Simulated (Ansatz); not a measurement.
GeH7NOSi (`N[SiH2][GeH2][OH]`) from Hartree–Fock to CCSD(T)

```xyz
11

N     1.744    0.536   -0.140
Si    0.648   -0.438   -1.029
Ge   -1.243   -0.517    0.418
O    -1.065    1.075    1.242
H     1.352    1.246    0.461
H     2.641    0.807   -0.509
H     0.231    0.085   -2.366
H     1.215   -1.793   -1.268
H    -1.208   -1.627    1.493
H    -2.628   -0.572   -0.266
H    -1.686    1.197    1.963
```

Total charge 0; spin multiplicity 1. Correlated methods include outer-core shells of Ge, which these sets cover unevenly. Scalar relativity is left out up to krypton. All single points use the PBE0-D4/def2-TZVP geometry. It is one conformer, not always the lowest. Frozen core, restricted reference, Ansatz 0.2.0.

```csv
basis,HF (Eh),MP2 corr.,CCSD corr.,(T),CCSD(T) total
def2-SVP,?,-0.69322,-0.73213,?,?
def2-TZVPP,-2497.80832,-0.84543,-0.88054,-0.03143,-2498.72029
def2-QZVPP,?,?,–,–,–
```

(1) Fill in the withheld values. (Estimate.)

## Answers

(1) Computed: def2-SVP HF (Eh): -2497.26858; def2-SVP (T): -0.01836; def2-SVP CCSD(T) total: -2498.01907; def2-QZVPP HF (Eh): -2497.86625; def2-QZVPP MP2 corr.: -1.15453.
